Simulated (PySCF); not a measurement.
**RuSCl: from structure and modes to constants**

All numbers come from UB3LYP/[Ru def2-SVP with ECP28, S def2-SVP, Cl def2-SVP], scalar-relativistic core potentials, density fitting, no spin–orbit coupling, PySCF.

The quartet minimum has Cs symmetry. Masses (u): Ru 101.90435, S 31.97207, Cl 34.96885.

```xyz
3
charge 0 multiplicity 4, angstrom
Ru   -0.0614    0.0000   -0.4256
S    -1.8761    0.0000    0.5884
Cl    1.8935    0.0000    0.6929
```

Harmonic wavenumbers (cm⁻¹): 89.0 (a', ×1), 386.1 (a', ×1), 531.5 (a', ×1).

Task: What is the harmonic zero-point energy?

Result: Half the sum of all 3 wavenumbers, 1007/2 = 503 cm⁻¹, which is 6.0 kJ/mol (1 cm⁻¹ = 0.0119627 kJ/mol).

Task: Find the vibrational entropy and heat capacity at 298.15 K.

Result: With u = 1.43878 ω/T, each mode gives S = R[u/(eᵘ−1) − ln(1−e⁻ᵘ)] and C = R u² eᵘ/(eᵘ−1)².
| ω (cm⁻¹) | u | S (J/(mol K)) | C (J/(mol K)) |
| --- | --- | --- | --- |
| 89.0 | 0.429 | 15.41 | 8.19 |
| 386.1 | 1.863 | 4.25 | 6.28 |
| 531.5 | 2.565 | 2.44 | 4.94 |
The sums over all modes are S = 22.1 and C = 19.4 J/(mol K); the softest mode gives 70 % of the entropy.

Task: Give the standard entropy (298.15 K, 1 bar) by its translational, rotational, vibrational and spin parts, and Cp.

Result: Sackur–Tetrode with M = 168.85 u gives 172.8; rotation with symmetry number 1 gives 110.6; vibration 22.1; spin R ln 4 = 11.5. The total is 317.1 J/(mol K), and Cp = 4 R + 19.4 = 52.7 J/(mol K).

Only a few start shapes were tried, so a lower isomer may exist. Other spin states or occupations of the open shell can lie lower.
